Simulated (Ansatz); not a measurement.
One change: `C=N[SiH](F)F` becomes `F[SiH](F)Br`.

Ansatz, PBE0-D4/def2-TZVP geometries, multiplicity 1. Each molecule was computed in one conformer, which needn't be the lowest.

Scalar relativity is left out up to krypton.

```csv
property,`C=N[SiH](F)F`
HOMO energy (PBE/def2-TZVPP) / eV,-6.34
size of the dipole moment (PBE/def2-TZVPP) / D,2.09
HOMO–LUMO gap (B3LYP/def2-TZVPP) / eV,5.74
HOMO–LUMO gap (PBE/def2-TZVPP) / eV,3.63
LUMO energy (PBE/def2-TZVPP) / eV,-2.70
LUMO energy (B3LYP/def2-TZVPP) / eV,-1.84
```

**Question.** What does the change do to each property? (An estimate is asked.)

**Answer.** Computed: 
```csv
property,`F[SiH](F)Br`,shift
HOMO energy (PBE/def2-TZVPP) / eV,-7.92,-1.58
size of the dipole moment (PBE/def2-TZVPP) / D,1.06,-1.03
HOMO–LUMO gap (B3LYP/def2-TZVPP) / eV,9.01,3.27
HOMO–LUMO gap (PBE/def2-TZVPP) / eV,7.29,3.66
LUMO energy (PBE/def2-TZVPP) / eV,-0.63,2.07
LUMO energy (B3LYP/def2-TZVPP) / eV,0.05,1.89
```

With PBE0 the HOMO falls by 1.45 eV and the LUMO rises by 1.92 eV, so the gap widens by about 3.37 eV. PBE moves the HOMO by -1.58 eV and ωB97M-V by -1.33 eV. The zero-point energy changes by -78.2 kJ/mol with -9 modes. Dipoles are sizes alone; their direction can turn.

B3LYP here is the variant with VWN-RPA as its local correlation; programs differ in this.

Spin–orbit coupling is left out; it splits and shifts lone-pair levels of the heavy atoms by tenths of an eV.
